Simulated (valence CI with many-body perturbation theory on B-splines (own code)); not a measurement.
## Cr³⁺: configurations and terms from energies and g

Computed by configuration interaction combined with many-body perturbation theory (CI+MBPT): three valence electrons over a frozen Dirac-Fock core [Ar], radial functions for each j: 9 s, 9 p, 10 d, 8 f, 5 g, 3 h, 1 i, with the one-electron correlation potential Σ1 (screened to all orders), the two-electron term Σ2, the three-electron term Σ3, Breit, model QED; selected single and double excitations, second order for the rest, scaled by the run's own slope (own B-spline code, finite nucleus).

Set against measurement, 66 paired levels are off by 1079 cm⁻¹ on average, the worst by 1844. These come from a selection out of Sugar and Corliss, J. Phys. Chem. Ref. Data 6, 317 (1977). Levels without a partner in it may be off by more, other configurations by 1,000 to 8,000 cm⁻¹.

```
No.     J  Parity  E (cm⁻¹)      g
  1   3/2    even       0.0  0.399
  2   5/2    even       235  1.028
  3   7/2    even       551  1.238
  4   9/2    even       938  1.334
  5   1/2    even     14482  2.662
  6   3/2    even     14598  1.730
  7   5/2    even     14890  1.601
  8   7/2    even     14892  0.888
  9   9/2    even     15235  1.110
 11   1/2    even     19964  0.674
 12   9/2    even     20473  0.910
 13  11/2    even     20726  1.091
 15   5/2    even     21197  1.200
 16   7/2    even     34543  1.143
```

Energies count from the lowest level. Strongly mixed levels and levels close to another of their J and parity are left out, so the numbers can have gaps.

Question: Give configuration and LS term of each level.

Answer: 1: 3d³ ⁴F; 2: 3d³ ⁴F; 3: 3d³ ⁴F; 4: 3d³ ⁴F; 5: 3d³ ⁴P; 6: 3d³ ⁴P; 7: 3d³ ⁴P; 8: 3d³ ²G; 9: 3d³ ²G; 11: 3d³ ²P; 12: 3d³ ²H; 13: 3d³ ²H; 15: 3d³ ²D; 16: 3d³ ²F.
